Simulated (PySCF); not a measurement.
# Radial density of Tc (technetium, neutral)

wB97M-V, [Kr] 4d6 5s1, high-spin 6D determinant (an excited configuration). Calculation: PySCF 2.14, in x2c-QZVPPall; scalar relativity by spin-free X2C-1e.

| r (bohr) | 4πr²ρ (e/bohr) | 4πr²(ρα − ρβ) |
| --- | --- | --- |
| 0.0340 | 50.44 | -0.0020 |
| 0.0572 | 47.84 | 0.0016 |
| 0.0962 | 66.69 | 0.0742 |
| 0.162 | 51.25 | 0.3264 |
| 0.272 | 48.34 | 0.5440 |
| 0.458 | 37.47 | 0.0292 |
| 0.770 | 12.27 | 0.9622 |
| 1.29 | 10.34 | 2.5135 |
| 2.18 | 2.781 | 1.5802 |
| 3.66 | 0.5951 | 0.4587 |
| 6.16 | 0.05180 | 0.0429 |
| 10.4 | 0.0006506 | 0.0006 |

Densities and radii are taken from the X2C orbitals without a picture-change correction, which distorts them close to the nucleus.
